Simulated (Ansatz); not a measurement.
Total energies of C₆H₄N₂ (`N#Cc1cccnc1`).

```
atom    x (Å)    y (Å)    z (Å)
  N1  -0.5977  -3.3394   0.8737
  C2  -0.3800  -2.2379   0.6184
  C3  -0.1082  -0.8747   0.3064
  C4  -0.6214  -0.2827  -0.8449
  C5  -0.3199   1.0426  -1.0879
  C6   0.4778   1.7207  -0.1766
  N7   0.9728   1.1660   0.9250
  C8   0.6847  -0.1032   1.1587
  H9  -1.2393  -0.8573  -1.5240
 H10  -0.6953   1.5471  -1.9693
 H11   0.7317   2.7639  -0.3410
 H12   1.0948  -0.5453   2.0615
```

Charge 0, multiplicity 1. Geometry: relaxed with PBE0-D4/def2-TZVP. Basis def2-TZVPP, the Gaussian-basis code of Ansatz.

RPA on PBE orbitals: Hartree–Fock energy of these orbitals -338.47651 Eh, correlation -2.00941 Eh (frozen core).

| functional | energy without D4 (Eh) | D4 term (kJ/mol) |
| --- | --- | --- |
| LDA (SPW92) | -337.65637 | – |
| revPBE | -340.56159 | -107.8 |
| BLYP | -340.54494 | -72.7 |
| r2SCAN | -340.45751 | -8.3 |
| B97M-V | -340.64981 | – |
| PBE0 | -340.24643 | -27.4 |
| B3LYP | -340.65539 | -52.2 |
| r2SCAN0 | -340.40929 | -9.6 |
| HSE06 (plane-wave form) | -340.22863 | -25.4 |
| BHLYP | -340.44641 | -37.1 |
| CAM-B3LYP | -340.47428 | -27.5 |
| ωB97X-V | -340.54643 | – |
| ωB97M-V | -340.53838 | – |
| B2PLYP | -340.37569 | – |

(1) Give the same for PBE, r2SCANh, LC-ωPBE, PBE-QIDH. (Estimate.)

B3LYP takes the VWN-RPA correlation (the form of Gaussian; ORCA's B3LYP/G). HSE06 is the plane-wave form, built on full-range PBE exchange. The double hybrids freeze the cores in their second-order part.

Results:

(1) The calculation gave: 
```csv
functional,energy without D4 (Eh),D4 term (kJ/mol)
PBE,-340.23345,-32.6
r2SCANh,-340.43760,-8.8
LC-ωPBE,-340.38918,–
PBE-QIDH,-340.18720,–
```

LC-ωPBE has ω = 0.4 bohr⁻¹.
